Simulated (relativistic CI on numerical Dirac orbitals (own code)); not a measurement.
One change at a time: Cd³⁹⁺

Base calculation: Dirac-Coulomb-Breit CI, separate exchange-only KLI orbitals for each configuration, model QED (radiative potential, 1s self-energy scaled to tabulated hydrogen-like ionisation energies), unscaled Slater integrals.

CI space (outside the closed core 1s2): 2s2 2p5, 2s 2p6, 2p6 3s, 2p6 3p, 2p6 3d, 2s2 2p4 3s, 2s2 2p4 3p, 2s2 2p4 3d, 2s 2p5 3s, 2s 2p5 3p, 2s 2p5 3d, 2s2 2p4 4s, 2s2 2p4 4p, 2s2 2p4 4d, 2s2 2p4 4f, 2s 2p5 4s, 2s 2p5 4p, 2s 2p5 4d, 2s 2p5 4f, 2s2 2p3 3s2, 2s2 2p4 5s, 2s2 2p3 3s 3p, 2s2 2p4 5p, 2s2 2p4 5d, 2s2 2p4 5f, 2s2 2p4 5g, 2s2 2p3 3p2, 2s2 2p3 3s 3d, 2s2 2p3 3p 3d, 2s 2p4 3s2, 2s2 2p3 3d2, 2s 2p4 3s 3p, 2s 2p4 3p2, 2s 2p4 3s 3d, 2s 2p5 5s, 2s 2p5 5p. Levels of other configurations are missing.

Variants: (1) non-relativistic limit. Shifts of the energy above 2s2 2p5 2P°_3/2, in eV, for the lowest level and the first level of each name with at least 55 % of one term (blank where a level changes its place among those of its configuration and J or its character, or is not in the variant):

| Level | Base | Δ(1) |
| --- | --- | --- |
| 2s2 2p5 2P°_3/2 | 0.00 | 0.00 |
| 2s2 2p5 2P°_1/2 | 198.67 | -198.67 |
| 2s 2p6 2S_1/2 | 461.01 | -220.66 |
| 2s2 2p4 3s 4P_5/2 | 3328.31 | +52.72 |
| 2s2 2p4 3s 2P_3/2 | 3334.93 |  |
| 2s2 2p4 3s 2S_1/2 | 3362.73 |  |
| 2s2 2p4 3p 2P°_1/2 | 3432.69 |  |
| 2s2 2p4 3p 4D°_7/2 | 3455.63 | -5.41 |
| 2s2 2p4 3s 4P_3/2 | 3524.20 |  |
| 2s2 2p4 3s 2P_1/2 | 3529.88 | -138.23 |
| 2s2 2p4 3s 2D_5/2 | 3540.03 | -130.08 |
| 2s2 2p4 3s 2D_3/2 | 3544.27 | -134.32 |
| 2s2 2p4 3d 4F_9/2 | 3555.18 | -18.75 |
| 2s2 2p4 3p 4P°_1/2 | 3595.40 |  |
| 2s2 2p4 3p 2F°_5/2 | 3613.39 |  |
| 2s2 2p4 3p 4D°_5/2 | 3649.36 |  |
| 2s2 2p4 3p 2F°_7/2 | 3666.30 | -191.25 |
| 2s2 2p4 3d 4D_1/2 | 3732.89 |  |
| 2s2 2p4 3d 4F_5/2 | 3745.60 |  |
| 2s 2p5 3s 4P°_5/2 | 3752.98 | -160.21 |
| 2s2 2p4 3d 2G_7/2 | 3753.73 | -194.66 |
| 2s2 2p4 3d 2G_9/2 | 3765.39 | -206.32 |

At this charge energies of transitions that change n are usually good to better than 1 %, and those within a shell (Δn = 0) to a few per cent.

Ionisation energy from the two ground configurations alone: base 6031.58 eV. The NIST ASD value (semi-empirical) is 6039 eV.

LS names give the leading component of a level, which can be under half, so a name can repeat, a term be missing and a line seem to break the LS rules.
